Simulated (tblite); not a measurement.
Species: C₅H₁₃BGe.
Numbering: `[BH2:1][C:2](=[CH2:3])[Ge:4]([CH3:5])([CH3:6])[CH3:7]` (hydrogens: H8, H9 on B1; H10, H11 on C3; H12, H13, H14 on C5; H15, H16, H17 on C6; H18, H19, H20 on C7)

Computed with GFN2-xTB (tblite), gas phase: L-BFGS steps from a force-field or distance-geometry start until the largest atomic force falls under 0.01 eV/Å.

Step 47: E = -555.6199 eV
```
atom  x, y, z in Å  |  force x, y, z in eV/Å
B1      1.9893   -0.8301    1.3111   -0.014   0.014   0.000
C2      1.5680   -0.0820    0.0537   -0.013   0.019   0.000
C3      2.2449    0.4479   -0.9540   -0.003  -0.025  -0.029
Ge4    -0.4432    0.0564   -0.0353    0.000   0.001  -0.008
C5     -0.9571    1.8472   -0.7476   -0.003   0.006  -0.001
C6     -1.2792   -0.1969    1.7523   -0.009  -0.003   0.010
C7     -1.1251   -1.3414   -1.2806   -0.002  -0.013  -0.014
H8      2.1913   -0.2424    2.3039    0.003  -0.010   0.003
H9      2.0179   -2.0016    1.3084    0.003   0.005   0.007
H10     3.3235    0.4060   -1.0061   -0.001  -0.009   0.011
H11     1.7588    0.9387   -1.7858    0.020   0.034  -0.009
H12    -2.0114    1.8449   -1.0102   -0.001   0.002   0.017
H13    -0.7910    2.6210   -0.0042    0.009  -0.004  -0.004
H14    -0.3894    2.1017   -1.6370   -0.006  -0.002   0.002
H15    -0.9028   -1.0964    2.2301   -0.005  -0.011  -0.002
H16    -2.3577   -0.2858    1.6572   -0.012   0.006   0.006
H17    -1.0659    0.6452    2.4040    0.012   0.001   0.000
H18    -0.8211   -2.3322   -0.9578    0.006  -0.004   0.003
H19    -0.7442   -1.1776   -2.2841    0.017  -0.012  -0.006
H20    -2.2104   -1.3120   -1.3212   -0.002   0.008   0.013
```

Step 48: E = -555.6201 eV
```
atom  x, y, z in Å  |  force x, y, z in eV/Å
B1      1.9880   -0.8301    1.3111   -0.010   0.009  -0.022
C2      1.5677   -0.0823    0.0528    0.000   0.021  -0.002
C3      2.2446    0.4477   -0.9550    0.002  -0.018  -0.025
Ge4    -0.4428    0.0555   -0.0342   -0.013   0.019  -0.025
C5     -0.9570    1.8469   -0.7473   -0.002  -0.001   0.002
C6     -1.2796   -0.1971    1.7529   -0.007  -0.003   0.008
C7     -1.1245   -1.3416   -1.2805    0.001  -0.011  -0.009
H8      2.1922   -0.2410    2.3021    0.002  -0.010   0.013
H9      2.0154   -2.0019    1.3084    0.002   0.013   0.011
H10     3.3236    0.4072   -1.0057   -0.010  -0.013   0.009
H11     1.7597    0.9401   -1.7872    0.021   0.023   0.005
H12    -2.0119    1.8452   -1.0078    0.002   0.000   0.017
H13    -0.7890    2.6211   -0.0048    0.010  -0.004  -0.004
H14    -0.3907    2.1003   -1.6380   -0.007  -0.004   0.005
H15    -0.9057   -1.0977    2.2301   -0.002  -0.018   0.001
H16    -2.3581   -0.2835    1.6570   -0.018   0.005   0.005
H17    -1.0648    0.6436    2.4054    0.013   0.008   0.003
H18    -0.8206   -2.3319   -0.9567    0.005  -0.009   0.000
H19    -0.7420   -1.1776   -2.2834    0.016  -0.013  -0.006
H20    -2.2098   -1.3122   -1.3222   -0.003   0.008   0.012
```

Step 49: E = -555.6203 eV
```
atom  x, y, z in Å  |  force x, y, z in eV/Å
B1      1.9861   -0.8298    1.3108   -0.004   0.003  -0.040
C2      1.5674   -0.0821    0.0516    0.013   0.019  -0.007
C3      2.2445    0.4471   -0.9568    0.006  -0.004  -0.013
Ge4    -0.4423    0.0547   -0.0334   -0.027   0.031  -0.034
C5     -0.9568    1.8465   -0.7469   -0.002  -0.007   0.005
C6     -1.2801   -0.1976    1.7536   -0.004  -0.003   0.002
C7     -1.1237   -1.3420   -1.2806    0.006  -0.006  -0.001
H8      2.1923   -0.2395    2.3004    0.001  -0.010   0.020
H9      2.0123   -2.0020    1.3086    0.000   0.024   0.013
H10     3.3239    0.4083   -1.0053   -0.018  -0.020   0.006
H11     1.7615    0.9423   -1.7891    0.019   0.009   0.018
H12    -2.0125    1.8455   -1.0042    0.001   0.000   0.015
H13    -0.7863    2.6210   -0.0055    0.011  -0.001  -0.001
H14    -0.3928    2.0990   -1.6393   -0.008  -0.006   0.005
H15    -0.9093   -1.0996    2.2301   -0.001  -0.022   0.001
H16    -2.3587   -0.2806    1.6568   -0.020   0.005   0.006
H17    -1.0630    0.6417    2.4071    0.013   0.011   0.004
H18    -0.8199   -2.3319   -0.9552    0.002  -0.013  -0.003
H19    -0.7391   -1.1783   -2.2827    0.011  -0.015  -0.005
H20    -2.2088   -1.3121   -1.3229   -0.001   0.006   0.008
```

Step 50: E = -555.6206 eV
```
atom  x, y, z in Å  |  force x, y, z in eV/Å
B1      1.9834   -0.8290    1.3099    0.003  -0.001  -0.047
C2      1.5677   -0.0812    0.0497    0.020   0.013  -0.013
C3      2.2448    0.4464   -0.9597    0.010   0.016   0.004
Ge4    -0.4417    0.0541   -0.0331   -0.032   0.032  -0.030
C5     -0.9566    1.8459   -0.7462   -0.003  -0.010   0.008
C6     -1.2805   -0.1983    1.7543   -0.001  -0.002  -0.007
C7     -1.1221   -1.3428   -1.2805    0.010   0.000   0.009
H8      2.1906   -0.2380    2.2987   -0.001  -0.009   0.023
H9      2.0071   -2.0016    1.3090   -0.001   0.032   0.012
H10     3.3245    0.4097   -1.0053   -0.017  -0.028   0.000
H11     1.7641    0.9453   -1.7914    0.013  -0.005   0.025
H12    -2.0133    1.8456   -0.9984   -0.003   0.002   0.011
H13    -0.7823    2.6206   -0.0061    0.013   0.004   0.004
H14    -0.3963    2.0976   -1.6411   -0.007  -0.009   0.004
H15    -0.9141   -1.1027    2.2299   -0.001  -0.018  -0.004
H16    -2.3595   -0.2764    1.6561   -0.016   0.006   0.009
H17    -1.0600    0.6392    2.4090    0.011   0.008   0.002
H18    -0.8189   -2.3320   -0.9527   -0.002  -0.016  -0.007
H19    -0.7349   -1.1802   -2.2819    0.002  -0.017  -0.002
H20    -2.2072   -1.3114   -1.3230    0.003   0.001   0.000
```

Q: Estimate the geometry and energy of step 51. (The exact step hangs on the optimiser's Hessian estimate; all steps are aligned on step 50, rigid shifts and turns removed.)

A: E = -555.6209 eV, largest force 0.040 eV/Å
```
atom  x, y, z in Å  |  force x, y, z in eV/Å
B1      1.9808   -0.8280    1.3082    0.007   0.001  -0.035
C2      1.5687   -0.0798    0.0475    0.014   0.005  -0.015
C3      2.2456    0.4460   -0.9628    0.012   0.033   0.020
Ge4    -0.4410    0.0541   -0.0334   -0.024   0.021  -0.014
C5     -0.9563    1.8452   -0.7454   -0.007  -0.004   0.008
C6     -1.2807   -0.1992    1.7547    0.000   0.001  -0.013
C7     -1.1199   -1.3437   -1.2803    0.011   0.003   0.014
H8      2.1870   -0.2371    2.2976   -0.001  -0.010   0.016
H9      2.0008   -2.0006    1.3095    0.000   0.031   0.007
H10     3.3251    0.4108   -1.0061   -0.006  -0.034  -0.006
H11     1.7668    0.9481   -1.7934    0.005  -0.011   0.021
H12    -2.0143    1.8452   -0.9914   -0.009   0.005   0.007
H13    -0.7776    2.6198   -0.0064    0.013   0.009   0.007
H14    -0.4008    2.0966   -1.6432   -0.006  -0.012   0.002
H15    -0.9192   -1.1064    2.2296   -0.003  -0.006  -0.013
H16    -2.3603   -0.2717    1.6551   -0.007   0.006   0.013
H17    -1.0563    0.6367    2.4108    0.007   0.000  -0.003
H18    -0.8178   -2.3324   -0.9499   -0.006  -0.015  -0.010
H19    -0.7307   -1.1830   -2.2813   -0.006  -0.017   0.002
H20    -2.2051   -1.3100   -1.3225    0.007  -0.007  -0.010
```

The energy changes by -0.0003 eV. The first-order estimate −F·Δx gives -0.0004 eV and the mean of the old and new forces, exact on a quadratic surface, -0.0003 eV. The step makes an angle of 78° with the force vector and moves no atom by more than 0.007 Å.

What follows is the cost of the whole relaxation. On one thread, Arm Neoverse N1 (aarch64), shared host with 64 logical CPUs at a one-minute load of 58, this took 1.1 s of wall time.
